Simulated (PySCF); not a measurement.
C₃H₇BO, SMILES B1(CCC1)O.

Coordinates come from a PBE0-D3(BJ)/def2-SVP optimisation. One conformer was computed; it need not be the lowest.

Two levels are set side by side: PBE/def2-TZVP (PySCF) and M06-2X/def2-TZVP (PySCF). Same geometry, gas phase. Differences are taken from unrounded values.

```json
[
 {"quantity": "orbital gap (eV)", "M06-2X": "10.34"},
 {"quantity": "highest occupied level (eV)", "M06-2X": "-9.13"},
 {"quantity": "lowest empty level (eV)", "M06-2X": "1.21"},
 {"quantity": "dipole moment (D)", "M06-2X": "1.43"},
 {"quantity": "mean polarisability (bohr³)", "M06-2X": "50.6"}
]
```

Q: What does PBE give, and how far is it from M06-2X? (Estimate from the structure and the level; the computed values follow.)

A: 
```tsv
quantity	PBE	PBE minus M06-2X
orbital gap (eV)	5.78	-4.55
highest occupied level (eV)	-6.47	2.67
lowest empty level (eV)	-0.68	-1.89
dipole moment (D)	1.37	-0.06
mean polarisability (bohr³)	53.5	3.0
```

Without exact exchange PBE keeps part of each electron's self-repulsion, which lifts occupied levels and narrows the gap. Loosely held outer electrons make PBE densities more polarisable. Differences between two approximate levels are no errors against the true value.

Rough cost on one machine, each run with all the roots and properties that it gave: M06-2X against PBE about 3 times.
